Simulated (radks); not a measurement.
Values are calculated unless marked as measured or tabulated.
These are the eigenvalues of the occupied orbitals of an atom or ion with whole-number occupations (hartree). Level of theory: scalar-relativistic Kohn-Sham, Slater X-alpha with alpha = 0.873, spin-polarised, spherical densities, point nucleus (a radial shooting solver on a logarithmic mesh with Libxc functionals).

orbital  eigenvalue
1s up     -305.1475
1s down   -305.1469
2s up     -38.17220
2s down   -38.06614
2p up     -33.21880
2p down   -33.13770
3s up      -5.80479
3s down    -5.60546
3p up      -4.34170
3p down    -4.14654
3d up      -1.96770
3d down    -1.78061

Which element is it, and in what charge state? The configuration may be excited. Open shells, if any, are filled with parallel spins first.

Answer. Z = 28, nickel, charge +3: Ni3+ in [Ar] 3d7. The list shows which subshells hold electrons but not how many an open one holds; the 1s level, -305.15 hartree, gives Z - s = 24.7 by -(Z - s)^2/2, which with screening and relativity narrows Z to a few neighbours, and the depths of the outer levels then fix element, charge and occupations together.
